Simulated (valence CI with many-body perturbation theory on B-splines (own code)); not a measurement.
**E1 transitions of Eu⁵⁵⁺**

Level of theory: valence CI with perturbative core correlation (CI+MBPT): six valence electrons over a frozen Dirac-Fock core [He], a basis of 9 s, 9 p, 8 d, 6 f, 3 g, 1 h functions for each j, with the one-electron correlation potential Σ1 (screened to all orders), the two-electron term Σ2, the three-electron term Σ3, Breit, model QED; selected single and double excitations, second order for the rest, scaled by the run's own slope (own B-spline code, finite nucleus).

No measured spectrum was set against this ion. As an estimate, large intervals hold to a few tenths of a per cent, small ones and those within an open d or f shell to about a per cent. Among the levels kept, up to 2100 cm⁻¹ of a level comes from second order outside the variational space, and about a tenth of that is noise between levels of different J, which matters for small intervals.

Lines 101 to 150 of 206 in falling wavelength, among levels below 7271.3 eV, chosen from the strongest by gf and those to the six lowest levels. Wavelengths and rates use the calculated energies. Electric multipoles are in the length gauge with retardation, E1 and E2 with the static RPA response of the core. Weak lines are less certain than strong ones. Lines between different terms over intervals too small for the method are left out, as are lines whose strength nearly cancels.

Levels are named by their leading jj configuration (3d3/2^4 stands for four electrons in 3d with j = 3/2), which in mixed levels can hold well under half, so a name can repeat and another be missing. Letters in brackets count levels of one name in rising energy.

| λ vac (Å) | Upper | Lower | A (s⁻¹) | log gf | Branch % |
| --- | --- | --- | --- | --- | --- |
| 2.372 | (2s^2 2p1/2^2 2p3/2 3p1/2) J=1 | (2s 2p1/2^2 2p3/2^3) J=1 | 3.69e+09 | -5.03 | 0.6 |
| 2.371 | (2s^2 2p1/2^2 2p3/2 3p1/2) J=2 | (2s 2p1/2^2 2p3/2^3) J=1 | 4.45e+10 | -3.73 | 4.9 |
| 2.342 | (2s^2 2p1/2^2 2p3/2 3p1/2) J=1 | (2s 2p1/2^2 2p3/2^3) J=2 | 6.89e+10 | -3.77 | 11.8 |
| 2.341 | (2s^2 2p1/2^2 2p3/2 3p1/2) J=2 | (2s 2p1/2^2 2p3/2^3) J=2 | 8.28e+09 | -4.47 | 0.9 |
| 2.288 | (2s^2 2p1/2^2 2p3/2 3p3/2) J=1 | (2s 2p1/2^2 2p3/2^3) J=1 | 1.88e+10 | -4.35 | 2.3 |
| 2.278 | (2s^2 2p1/2^2 2p3/2 3p3/2) J=2 | (2s 2p1/2^2 2p3/2^3) J=1 | 4.90e+09 | -4.72 | 0.7 |
| 2.270 | (2s^2 2p1/2^2 2p3/2 3p3/2) J=0 | (2s 2p1/2^2 2p3/2^3) J=1 | 4.84e+11 | -3.43 | 24.0 |
| 2.260 | (2s^2 2p1/2^2 2p3/2 3p3/2) J=3 | (2s 2p1/2^2 2p3/2^3) J=2 | 5.48e+10 | -3.53 | 7.0 |
| 2.260 | (2s^2 2p1/2^2 2p3/2 3p3/2) J=1 | (2s 2p1/2^2 2p3/2^3) J=2 | 9.99e+10 | -3.64 | 12.1 |
| 2.253 | (2s^2 2p1/2^2 2p3/2 3s) J=2 | (2s^2 2p1/2 2p3/2^3) J=2 | 1.23e+10 | -4.33 | 0.0 |
| 2.251 | (2s^2 2p1/2^2 2p3/2 3p3/2) J=2 | (2s 2p1/2^2 2p3/2^3) J=2 | 7.30e+10 | -3.56 | 10.0 |
| 2.250 | (2s^2 2p1/2^2 2p3/2 3s) J=1 | (2s^2 2p1/2 2p3/2^3) J=2 | 6.80e+09 | -4.81 | 0.0 |
| 2.246 | (2s^2 2p1/2^2 2p3/2 3s) J=2 | (2s^2 2p1/2 2p3/2^3) J=1 | 2.31e+09 | -5.06 | 0.0 |
| 2.243 | (2s^2 2p1/2^2 2p3/2 3s) J=1 | (2s^2 2p1/2 2p3/2^3) J=1 | 2.40e+10 | -4.26 | 0.0 |
| 2.109 | (2s^2 2p1/2 2p3/2^2 3p1/2) J=1 [a] | (2s 2p1/2^2 2p3/2^3) J=1 | 5.71e+10 | -3.94 | 18.8 |
| 2.106 | (2s^2 2p1/2 2p3/2^2 3p1/2) J=2 [a] | (2s 2p1/2^2 2p3/2^3) J=1 | 1.49e+09 | -5.30 | 0.3 |
| 2.106 | (2s^2 2p1/2^2 2p3/2 3d3/2) J=2 | (2s^2 2p1/2 2p3/2^3) J=2 | 5.02e+10 | -3.78 | 0.1 |
| 2.103 | (2s^2 2p1/2^2 2p3/2 3d3/2) J=3 | (2s^2 2p1/2 2p3/2^3) J=2 | 1.27e+10 | -4.23 | 0.3 |
| 2.102 | (2s^2 2p1/2^2 2p3/2 3d3/2) J=1 | (2s^2 2p1/2 2p3/2^3) J=2 | 1.08e+11 | -3.67 | 0.1 |
| 2.099 | (2s^2 2p1/2^2 2p3/2 3d3/2) J=2 | (2s^2 2p1/2 2p3/2^3) J=1 | 1.81e+11 | -3.22 | 0.3 |
| 2.096 | (2s^2 2p1/2^2 2p3/2 3d3/2) J=1 | (2s^2 2p1/2 2p3/2^3) J=1 | 4.08e+09 | -5.09 | 0.0 |
| 2.095 | (2s^2 2p1/2^2 2p3/2 3d3/2) J=0 | (2s^2 2p1/2 2p3/2^3) J=1 | 9.09e+10 | -4.22 | 23.6 |
| 2.090 | (2s^2 2p1/2 2p3/2^2 3p1/2) J=2 [b] | (2s 2p1/2^2 2p3/2^3) J=1 | 3.76e+11 | -2.91 | 26.1 |
| 2.086 | (2s^2 2p1/2 2p3/2^2 3p1/2) J=1 [b] | (2s 2p1/2^2 2p3/2^3) J=1 | 4.29e+10 | -4.08 | 6.2 |
| 2.085 | (2s^2 2p1/2 2p3/2^2 3p1/2) J=1 [a] | (2s 2p1/2^2 2p3/2^3) J=2 | 1.35e+10 | -4.58 | 4.4 |
| 2.084 | (2s^2 2p1/2^2 2p3/2 3d5/2) J=2 | (2s^2 2p1/2 2p3/2^3) J=2 | 1.96e+09 | -5.19 | 0.0 |
| 2.082 | (2s^2 2p1/2 2p3/2^2 3p1/2) J=2 [a] | (2s 2p1/2^2 2p3/2^3) J=2 | 1.48e+10 | -4.32 | 2.9 |
| 2.079 | (2s^2 2p1/2^2 2p3/2 3d5/2) J=3 | (2s^2 2p1/2 2p3/2^3) J=2 | 5.03e+09 | -4.64 | 0.0 |
| 2.078 | (2s^2 2p1/2^2 2p3/2 3d5/2) J=2 | (2s^2 2p1/2 2p3/2^3) J=1 | 6.44e+09 | -4.68 | 0.0 |
| 2.077 | (2s^2 2p1/2 2p3/2^2 3p1/2) J=3 | (2s 2p1/2^2 2p3/2^3) J=2 | 5.26e+10 | -3.62 | 7.3 |
| 2.076 | (2s^2 2p1/2^2 2p3/2 3d5/2) J=1 | (2s^2 2p1/2 2p3/2^3) J=2 | 1.13e+10 | -4.66 | 0.0 |
| 2.073 | (2s^2 2p1/2 2p3/2^2 3p1/2) J=0 | (2s 2p1/2^2 2p3/2^3) J=1 | 6.64e+11 | -3.37 | 48.9 |
| 2.070 | (2s^2 2p1/2^2 2p3/2 3d5/2) J=1 | (2s^2 2p1/2 2p3/2^3) J=1 | 3.79e+10 | -4.14 | 0.0 |
| 2.066 | (2s^2 2p1/2 2p3/2^2 3p1/2) J=2 [b] | (2s 2p1/2^2 2p3/2^3) J=2 | 6.26e+11 | -2.70 | 43.4 |
| 2.063 | (2s^2 2p1/2 2p3/2^2 3p1/2) J=1 [b] | (2s 2p1/2^2 2p3/2^3) J=2 | 2.01e+10 | -4.41 | 2.9 |
| 2.043 | (2s^2 2p1/2 2p3/2^2 3p3/2) J=2 [a] | (2s 2p1/2^2 2p3/2^3) J=1 | 1.99e+12 | -2.21 | 6.8 |
| 2.041 | (2s^2 2p1/2 2p3/2^2 3p3/2) J=0 | (2s 2p1/2^2 2p3/2^3) J=1 | 1.95e+09 | -5.91 | 0.2 |
| 2.037 | (2s^2 2p1/2 2p3/2^2 3p3/2) J=1 [a] | (2s 2p1/2^2 2p3/2^3) J=1 | 8.67e+11 | -2.79 | 45.1 |
| 2.036 | (2s 2p1/2^2 2p3/2^2 3s) J=2 [a] | (2s 2p1/2^2 2p3/2^3) J=1 | 7.14e+12 | -1.65 | 9.6 |
| 2.028 | (2s^2 2p1/2 2p3/2^2 3p3/2) J=1 [b] | (2s 2p1/2^2 2p3/2^3) J=1 | 1.29e+13 | -1.62 | 82.0 |
| 2.027 | (2s 2p1/2^2 2p3/2^2 3s) J=3 | (2s 2p1/2^2 2p3/2^3) J=2 | 1.16e+13 | -1.30 | 95.2 |
| 2.023 | (2s^2 2p1/2 2p3/2^2 3p3/2) J=1 [c] | (2s 2p1/2^2 2p3/2^3) J=1 | 1.62e+10 | -4.53 | 0.1 |
| 2.022 | (2s^2 2p1/2 2p3/2^2 3p3/2) J=2 [b] | (2s 2p1/2^2 2p3/2^3) J=1 | 2.61e+12 | -2.10 | 53.6 |
| 2.021 | (2s^2 2p1/2 2p3/2^2 3p3/2) J=2 [a] | (2s 2p1/2^2 2p3/2^3) J=2 | 2.65e+13 | -1.09 | 90.6 |
| 2.017 | (2s^2 2p1/2 2p3/2^2 3p3/2) J=3 [a] | (2s 2p1/2^2 2p3/2^3) J=2 | 3.16e+12 | -1.87 | 77.0 |
| 2.017 | (2s^2 2p1/2 2p3/2^2 3p3/2) J=2 [c] | (2s 2p1/2^2 2p3/2^3) J=1 | 2.15e+12 | -2.18 | 66.4 |
| 2.016 | (2s^2 2p1/2^2 2p3/2 3s) J=1 | (2s^2 2p1/2^2 2p3/2^2) J=0 | 3.54e+13 | -1.19 | 29.1 |
| 2.015 | (2s^2 2p1/2 2p3/2^2 3p3/2) J=1 [a] | (2s 2p1/2^2 2p3/2^3) J=2 | 1.49e+11 | -3.57 | 7.7 |
| 2.014 | (2s 2p1/2^2 2p3/2^2 3s) J=2 [a] | (2s 2p1/2^2 2p3/2^3) J=2 | 6.66e+13 | -0.69 | 89.2 |
| 2.014 | (2s^2 2p1/2 2p3/2^2 3s) J=2 [a] | (2s^2 2p1/2 2p3/2^3) J=2 | 4.84e+12 | -1.83 | 16.0 |
